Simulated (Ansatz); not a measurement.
Species: CsCl, charge 0, multiplicity 1. 
Geometry from a B3LYP-D3(BJ)/def2-TZVP (Ansatz, a quantum-chemistry and plane-wave program) optimisation:
```
Cs
Cl 1 2.9596
```
Charge 0, spin multiplicity 1.

Quantity: atomisation energy (electronic, to ground-state atoms), in kcal/mol. Correlated levels leave the core frozen unless marked. Open shells are spin-unrestricted. No spin-orbit coupling. Frozen are the shells of the preceding noble gas and the d and f shells that filled before the atom's block. The outer core of K, Ca and their heavier congeners is not correlated, a term that matters for these elements. In def2 rows, elements after Kr have scalar-relativistic effective core potentials. CBS marks a two-point X^-3 extrapolation of the correlation energy; Hartree-Fock from the larger set. [CCSD(T)-MP2]/basis is that difference in the basis named.

```
level                                                              program  atomisation energy (kcal/mol)
----------------------------------------------------------  --------------  -----------------------------
B97M-V/def2-TZVPD                                                   Ansatz                          102.2
BHLYP-D3(BJ)/def2-TZVPD                                     Ansatz + dftd3                           98.9
B2PLYP/def2-TZVPD                                                   Ansatz                          100.5
RI-MP2/CBS(def2-TZVPPD,def2-QZVPPD)                                 Ansatz                          108.9
CCSD(T)/def2-QZVPP                                                  Ansatz                          104.0
RI-MP2/CBS(def2-TZVPP,def2-QZVPP)+[CCSD(T)-MP2]/def2-TZVPP          Ansatz                          106.0
```
